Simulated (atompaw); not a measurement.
# u(r) = r·R(r): atom against pseudo-atom (Hf (Z = 72))

Columns: radius, all-electron u(r) and pseudo u(r) of the 6p shell (level -19.06 eV) of hafnium in the configuration [Xe] 4f14 5d1 6s0 6p0; PBEsol, scalar-relativistic, PAW (atompaw) scheme, atompaw 4.2.0.5.

```
r (bohr)  all-electron  pseudo
   0.117       -0.1011  0.0015
   0.234       -0.0072  0.0060
   0.351        0.1879  0.0136
   0.468        0.1536  0.0241
   0.585       -0.0030  0.0377
   0.702       -0.1643  0.0543
   0.818       -0.2771  0.0738
   0.935       -0.3321  0.0964
   1.052       -0.3344  0.1220
   1.169       -0.2960  0.1505
   1.286       -0.2291  0.1817
   1.403       -0.1443  0.2155
   1.520       -0.0503  0.2516
   1.637        0.0466  0.2896
   1.754        0.1415  0.3292
   1.871        0.2311  0.3697
   1.988        0.3131  0.4106
   2.105        0.3863  0.4509
   2.222        0.4499  0.4897
   2.338        0.5033  0.5259
   2.455        0.5476  0.5590
   2.572        0.5828  0.5876
   2.689        0.6094  0.6109
   2.806        0.6280  0.6283
   2.923        0.6393  0.6393
   3.040        0.6441  0.6441
```

(1) How many radial nodes do the two functions have?

(2) Is the pseudo-wave norm-conserving?

Answers

(1) The all-electron 6p function has n − l − 1 = 4 (the table is too coarse to show those close to the nucleus); the pseudo-wave has 0, since the states of the same l below it are removed with the core.

(2) No, it belongs to a PAW set: the norm inside the radius is not constrained, and the difference is carried by the augmentation charge.
